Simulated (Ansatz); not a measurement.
```yaml
crystal:
  periodic: [false, false, false]
  atoms:
    - {symbol: N, position_ang: [-0.320704, 0.760589, 0.663777]}
    - {symbol: Si, position_ang: [-0.574137, -0.632560, -1.365640]}
    - {symbol: F, position_ang: [-0.624137, -0.682560, -1.665640]}
    - {symbol: F, position_ang: [0.201761, -1.872635, 0.416472]}
    - {symbol: F, position_ang: [1.697318, -0.079405, -0.889587]}
    - {symbol: H, position_ang: [-1.033775, 0.584597, 1.317670]}
    - {symbol: H, position_ang: [-0.135339, 1.712261, 0.428835]}
basis:
  gaussian: {orbitals: def2-TZVPP, point_charges: [{charge: -1.00, position_ang: [4.699, -0.985, -0.316]}]}
hamiltonian: {xc: {name: B97M-V}}
```

```sh
$ ansatz run in.yaml --threads 2 --pin off --events-out ev --progress --plain --max-ram 32768MiB --backend cpu
```

Shortened log:

```
Functional definition: B97M-V
1029 factors; their error is unknown
mean field evaluation 1: about -16298.2559 eV, gradient 1.7e2 eV
mean field evaluation 2: about -16178.0264 eV, gradient 2.1e2 eV
mean field evaluation 4: about -16290.9949 eV, gradient 1.1e2 eV
mean field evaluation 8: about -16328.4212 eV, gradient 2.2e0 eV
mean field evaluation 16: about -16325.8307 eV, gradient 1.8e1 eV
mean field evaluation 32: about -16327.1280 eV, gradient 1.3e1 eV
a density is far from that of the atoms, so the factors are made again for it
1284 factors; integrals over basis functions are off by at most 8.4e-4 eV
mean field -16328.41750772 eV, -600.0582756096 hartree, gradient 1.9e-5 eV, S^2 0.000000; 0 other end points of the search recorded, 0 dependent functions left out
reference -16328.41755747 eV, -600.0582774382 hartree; 25, 25 occupied and 169, 169 virtual orbitals, 1284 factors
Total energy: -16328.41755747 eV, -600.0582774382 hartree
```

In this input one atom was put on top of another. The calculation finished and met its thresholds. The result belongs to that input, not to the molecule as meant.
